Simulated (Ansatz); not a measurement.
Basis sets compared for Ga₃N₃ (the lowest singlet isomer of a short search). The state is a singlet with charge 0. Geometry B3LYP-D4/def2-SVP. Ansatz on 4 threads of Arm Neoverse N1 on a shared host; times are rough, and most runs start from earlier orbitals.

```
atom   x (Å)   y (Å)   z (Å)
 Ga1   0.727   1.029   0.819
 Ga2  -0.791   0.422  -1.206
 Ga3   0.064  -1.451   0.386
  N4  -0.087   1.962  -0.523
  N5  -0.983  -1.391  -1.108
  N6   1.069  -0.571   1.631
```

The structure comes from a short search, and lower isomers may exist.

Binding counts from free atoms (Ga doublet, N quartet) in the same basis, without a counterpoise term.

```tsv
level	functions	energy (Eh)	HOMO (eV)	LUMO (eV)	binding per atom (eV)	wall time
PBE-D4/def2-SVP	138	-5936.8171	-5.67	-4.84	2.78	2.7 s
PBE-D4/def2-TZVP (with forces)	237	-5937.7597	-5.74	-4.86	2.80	6.5 s
PBE0-D4/def2-SVP	138	-5936.8978	-6.80	-4.03	2.47	5.5 s
PBE0-D4/def2-TZVP	237	-5937.8393	-6.87	-4.05	2.50	12 s
```

Problem. Estimate the rows for PBE-D4/def2-TZVPD, PBE0-D4/def2-TZVPD.

Solution. 
```csv
level,functions,energy (Eh),HOMO (eV),LUMO (eV),binding per atom (eV),wall time
PBE-D4/def2-TZVPD,273,-5937.7625,-5.79,-4.90,2.81,8 s
PBE0-D4/def2-TZVPD,273,-5937.8419,-6.90,-4.08,2.51,17 s
```
